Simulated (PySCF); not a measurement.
Computed shifts of a molecule C2H5BO3, PBE/pcSseg-1 (PySCF), GIAO, gas phase, equivalent atoms averaged, in ppm (number of nuclei): ¹³C: 72.2 (2). ¹H: 4.61 (2), 4.51 (2), 3.08 (1). References: ¹⁷O against H2O (σ = 334.3 ppm); ¹¹B against BF3 (σ = 83.9 ppm); ¹³C against TMS (σ = 182.0 ppm); ¹H against TMS (σ = 31.49 ppm), references at their B3LYP-D3(BJ)/def2-TZVP geometries, non-relativistic. Geometry optimised at PBE0-D3(BJ)/def2-SVP. The geometry has at least one imaginary mode, so it is a saddle point at that level. One conformer was computed; it need not be the lowest.

Question: Pick the molecule that these values belong to.
(A) COB1OCO1
(B) O=CB(O)CO
(C) CC(=O)OBO
(D) OB1OCCO1

Answer: D, OB1OCCO1
